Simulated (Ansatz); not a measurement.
Reaction (cleavage of the Al–Si bond): `[AlH2][SiH2][GeH3]` + `O[SiH2][AlH2]` → `[AlH2][O][SiH2][AlH2]` + `[SiH3][GeH3]`

Gas-phase electronic energies from Ansatz, PBE0-D4/def2-TZVP geometries. CCSD(T)/CBS is the MP2 limit (def2-TZVPP, def2-QZVPP) plus CCSD(T) − MP2 in def2-TZVPP, frozen cores. DFT in def2-TZVPP. For Ge outer-core shells are correlated without core-valence functions, which leaves a few kJ/mol of doubt a bond. Scalar relativity is left out up to krypton. Each species was taken in one conformer, which may not be the lowest.

```tsv
level	ΔE (eV)
BLYP-D4	-1.57
B97M-V	-1.56
BHLYP-D4	-1.68
PBE0	-1.38
```

Q: What does CCSD(T)/CBS give? (An estimate is asked.)

A: The calculation gave: -1.55 eV. The listed levels differ from it by -0.02, -0.01, -0.13, 0.17 eV.

Largest T1 diagnostic among the species: 0.013.

In def2-TZVPP, CCSD(T) changes the Hartree–Fock value by +0.22 eV (the triples alone add +0.03 eV) and MP2 by +0.14 eV. From BLYP to BHLYP (50 % exact exchange), in def2-TZVPP and without D4, ΔE moves by −0.12 eV.
